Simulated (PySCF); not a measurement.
C4H5Si, SMILES [C]1=C[SiH2]C=C1, multiplicity 2. Atoms are numbered in the order given.

```xyz
10

C      1.1017     1.0033     0.0000
C      1.3989    -0.2929     0.0000
Si    -0.3171    -1.1027     0.0000
C     -1.2258     0.5504     0.0000
C     -0.2757     1.5162     0.0000
H      2.3974    -0.7351     0.0000
H     -0.5889    -1.9286     1.2127
H     -0.5889    -1.9286    -1.2127
H     -2.2950     0.7764     0.0000
H     -0.4784     2.5920     0.0000
```
Charge 0, spin multiplicity 2.

Geometry optimised at B3LYP-D3(BJ)/def2-SVP. The isomer is the one that the SMILES or the coordinates give; other isomers of the formula were not compared.

Level of theory: PBE/pcH-1 (PySCF).

Unrestricted Kohn–Sham, ⟨S²⟩ = 0.757. Hyperfine tensors hold the contact and dipolar terms, without spin-orbit corrections.

Computed hyperfine couplings:
```tsv
nucleus	A(iso) (MHz)	A(iso) (G)	dipolar principal values (MHz)
13C no. 1	322.7	115.1	-73.5, -57.2, 130.7
13C no. 2	-5.6	-2.0	-20.3, -0.3, 20.6
29Si no. 3	-116.3	-41.5	-23.1, 11.3, 11.8
13C no. 4	45.8	16.4	-3.9, -0.1, 4.0
13C no. 5	47.4	16.9	-8.9, -4.3, 13.2
1H no. 6	74.4	26.6	-6.9, -4.9, 11.7
1H no. 7	10.2	3.6	-2.0, -0.7, 2.8
1H no. 8	10.2	3.6	-2.0, -0.7, 2.8
1H no. 9	12.2	4.4	-2.5, -1.8, 4.3
1H no. 10	13.6	4.8	-6.3, -5.0, 11.3
```
